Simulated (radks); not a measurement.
Results of a calculation; reference values are marked as such.
Polarisability of the argon ion Ar5+, [Ne] 3s2 3p1, at imaginary frequency. Code: a radial shooting solver on a logarithmic mesh with Libxc functionals. Model: non-relativistic Kohn-Sham, LB94 model potential, spin-polarised, spherical densities, point nucleus; open shells are filled with parallel spins first. Response by self-consistent Sternheimer equations with the Hartree and adiabatic LDA kernel.

w (hartree),alpha1(iw) (bohr^3)
0.00266,2.315
0.0143,2.314
0.0360,2.311
0.0697,2.299
0.118,2.271
0.186,2.211
0.280,2.093
0.413,1.887
0.605,1.573
0.892,1.169
1.35,0.7524
2.12,0.4148
3.59,0.1970
6.94,0.08021
17.5,0.02275

Static values: alpha1 = 2.315 bohr^3 (0.3430 angstrom^3; uncoupled 3.928). C6 = 3.726, triple-dipole C9 = 6.236 atomic units. One-pole (London) frequency 4 C6 / (3 alpha1^2) = 0.927 hartree, against 3.333 for minus the highest occupied eigenvalue.
